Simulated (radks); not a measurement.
The numbers below are computed, except where a source is named.
Neutral beryllium inside a hard spherical wall (all orbitals vanish at R), configuration held at [He] 2s2 and not refilled when levels cross. Level of theory: non-relativistic Kohn-Sham, PBE, spin-polarised, spherical densities, point nucleus (a radial shooting solver on a logarithmic mesh with Libxc functionals). Eigenvalues in eV for spin up, with the zero of energy where the potential of the charges vanishes at infinity; a dash marks a level that is unbound or too diffuse for the functional's potential to be trusted. A positive occupied level is held by the wall or, in an anion where self-interaction has pushed it up, behind a barrier. The pressure on the wall is -dE/dV.

R (bohr)  E (hartree)  kinetic (hartree)    e(1s)   e(2s)  e(2p, empty)  e(3s, empty)  pressure (GPa)
free        -14.62995             14.558  -106.20  -5.609        -2.019             -               0
20          -14.62995             14.558  -106.20  -5.609        -2.019             -        < 0.0001
12          -14.62994             14.558  -106.19  -5.607        -2.012         0.644        0.000233
6           -14.61216             14.664  -105.12  -4.874        -0.927         8.923            1.36
4           -14.43894             15.291  -100.58  -0.759         3.761        31.327            34.1
3.5         -14.27473             15.767  -97.909   2.441         6.964        45.738            86.0
2.5         -13.25676             18.217  -87.817  19.856        21.863        112.19             757
2           -11.62399             21.623  -77.788  45.745        40.708        196.43            2960
1.5          -7.09008             29.960  -59.193  114.06        84.281        391.52           15900
